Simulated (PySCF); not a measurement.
An unknown is described by computed data only.

Formula: C8H12O2.

- NMR, other nuclei: isotropic shieldings of nuclei other than C and H, by class: -373 (1 O), -372 (1 O) ppm [GIAO PBE0/pcSseg-1]
- Triplet: lowest triplet excitation (Tamm–Dancoff): 3.70 eV [TDA CAM-B3LYP/def2-SVPD]
- 1H NMR: chemical shifts (computed TMS as zero) by class: 2.81 (1 H), 2.71 (1 H), 2.56 (1 H), 2.38 (1 H), 2.30 (1 H), 2.21 (1 H), 2.18 (1 H), 1.47 (1 H), 1.43 (1 H), 0.84 (3 H) ppm [GIAO PBE0/pcSseg-1]
- Rotational structure: rotational constants A, B, C: 1.864, 1.123, 0.876 GHz [PBE0-D3(BJ)/def2-SVP]
- Polarisability: 94.9 au [CAM-B3LYP/def2-SVPD]
- 13C NMR: chemical shifts (computed TMS as zero) by class: 214.6 (1 C), 210.0 (1 C), 55.4 (1 C), 48.4 (1 C), 41.8 (1 C), 38.1 (1 C), 30.6 (1 C), 13.2 (1 C) ppm [GIAO PBE0/pcSseg-1]
- UV, strongest line: among the 10 lowest singlet transitions: S9 at 7.99 eV (155 nm, f = 0.086) [TDDFT CAM-B3LYP/def2-SVPD]

Electronic properties: PySCF, gas phase, density fitting. Levels stand in brackets. Geometry: PBE0-D3(BJ)/def2-SVP, one conformer, isolated molecule. NMR values are class means; diastereotopic atoms form classes of their own.

Q: What is the compound? Reason from the data.

A: Numbering: `[CH3:1][CH2:2][C@@H:3]1[CH2:4][C:5](=[O:6])[CH2:7][CH2:8][C:9]1=[O:10]`. Its formula, C8H12O2, gives 3 degrees of unsaturation: 1 ring and 2 π bonds in the structure found. 8 carbons fall into 8 classes; from least to most shielded: ketone carbonyl carbon [C9] (214.6 ppm), ketone carbonyl carbon [C5] (210.0 ppm), sp3 carbon next to a carbonyl [C3] (55.4 ppm), sp3 carbon next to a carbonyl [C4] (48.4 ppm), sp3 carbon next to a carbonyl [C7] (41.8 ppm), sp3 carbon next to a carbonyl [C8] (38.1 ppm), chain CH2 carbon [C2] (30.6 ppm), methyl carbon [C1] (13.2 ppm). Hydrogen classes from least to most shielded: 1 H on an sp3 carbon next to a carbonyl, C4 (2.81 ppm), 1 H on an sp3 carbon next to a carbonyl, C8 (2.71 ppm), 1 H on an sp3 carbon next to a carbonyl, C7 (2.56 ppm), 1 H on an sp3 carbon next to a carbonyl, C7 (2.38 ppm), 1 H on an sp3 carbon next to a carbonyl, C8 (2.30 ppm), 1 H on an sp3 carbon next to a carbonyl, C4 (2.21 ppm), 1 H on an sp3 carbon next to a carbonyl, C3 (2.18 ppm), 1 H on a chain CH2 carbon, C2 (1.47 ppm), 1 H on a chain CH2 carbon, C2 (1.43 ppm), 3 H on a methyl carbon, C1 (0.84 ppm). The other shieldings belong to: -373 ppm, ketone oxygen [O10]; -372 ppm, ketone oxygen [O6]. The optimised geometry has point group C1 and is an asymmetric top. Structure: `CC[C@@H]1CC(=O)CCC1=O`. Computed isomers that give other values at the same levels: `C[C@@]1(OC=O)CC=CCC1` (rotational constant A: 2.122 GHz; this holds for the one conformer computed); `C=C1CCC[C@H](C(=O)O)C1` (13C chemical shifts (computed TMS as zero) by class: 179.8 (1 C), 155.8 (1 C), 116.6 (1 C), 43.8 (1 C), 38.3 (1 C), 37.2 (1 C), 32.8 (1 C), 30.1 (1 C) ppm); `CC(=O)OC1=CCCCC1` (rotational constant A: 3.215 GHz; this holds for the one conformer computed). The assignments are read from this structure; whether some other isomer fits the data as well wasn't checked. The mirror image fits equally.
